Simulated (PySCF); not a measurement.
Ga (gallium, neutral) across methods

[Ar] 3d10 4s2 4d1, 2D determinant (an excited configuration). All numbers are calculated (PySCF 2.14, a scalar-relativistic core potential, in aug-cc-pVTZ-PP with one added diffuse shell each of s, d, f type with ECP10MDF (7s5p5d3f, 68 functions)). The B2PLYP total includes its PT2 part (frozen core); its orbital energies are those of the SCF part.

```tsv
method	E (hartree)	mean ε 4s α (eV)	mean ε 4s β (eV)	mean ε 4d α (eV)	Σ⟨r²⟩ (bohr²)	⟨S²⟩
LDA	-258.8808	-13.026	-12.979	-0.937	113.5	0.750
CAM-B3LYP	-259.2695	-15.232	-15.224	-1.424	121.2	0.750
PBE0	-259.2650	-13.632	-13.594	-1.199	116.0	0.750
B2PLYP	-258.9219	-14.583	-14.571	-1.277	124.2	0.750
wB97X-V	-259.2561	-16.117	-16.110	-1.597	127.0	0.750
PBE	-259.3142	-12.614	-12.566	-1.000	110.1	0.750
UHF	-258.15519	-15.863	-15.850	-1.537	136.4	0.750
r2SCAN	-259.1852	-13.008	-13.064	-0.917	115.4	0.750
```

Question: Estimate the same row for BP86.

Answer: E (hartree) = -259.4432; mean ε 4s α (eV) = -12.789; mean ε 4s β (eV) = -12.760; mean ε 4d α (eV) = -1.091; Σ⟨r²⟩ (bohr²) = 109.4; ⟨S²⟩ = 0.750.

Energies and moments cover only the electrons outside the core potential. The outer electron is Rydberg-like, and this basis confines it to a smaller radius and binds it less than a complete one would.
